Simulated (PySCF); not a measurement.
Bonds (- single, = double, # triple, : aromatic): C1-O2 1.403 Å, O2-Si3 1.653 Å, Si3-Br4 2.211 Å. C1 carries H5, H6, H7; Si3 carries H8, H9.

Theory: shieldings: GIAO PBE0/pcSseg-1, geometry: PBE0-D3(BJ)/def2-SVP, in PySCF (single conformer, non-relativistic Hamiltonian, in vacuum, equivalent nuclei averaged).

δ = σ(ref) − σ, references computed at the same level: ¹³C (σref 184.41), ¹H (σref 31.27), ²⁹Si (σref 351.99) against TMS; ¹⁷O (σref 334.56) against H2O; HBr for ⁷⁹Br (σref 2584.45).

```
   atoms  nucleus  count  Hirshfeld charge  δ (ppm)
   H8/H9       ¹H      2             -0.08        ?
H5/H6/H7       ¹H      3              0.05     3.69
      O2      ¹⁷O      1             -0.23        ?
     Si3     ²⁹Si      1              0.38     -0.1
      C1      ¹³C      1             -0.03     52.6
     Br4     ⁷⁹Br      1             -0.10      -38
```

**Question.** Estimate the values marked ?.

**Answer.** 
- H8/H9: 5.50 ppm, hydrogen on a silicon bonded to Br, O
- O2: 19.3 ppm, oxygen bonded to C, Si

Relativistic effects, spin–orbit coupling among them, are left out; they matter for Br and for the light atoms bonded to it. Shifts are as computed. Against solution values, carbons near 30 ppm lie about +2 ppm off and those near 130 ppm about +5 ppm. Of 1211 compounds with measured shifts, 218 miss one by over three times the rms of a fit or turn the order of signals round; such compounds aren't used in these exercises. Experimental scales use liquid or dissolved standards, which lie at an offset from isolated H2O (liquid H2O: subtract about 36 ppm).
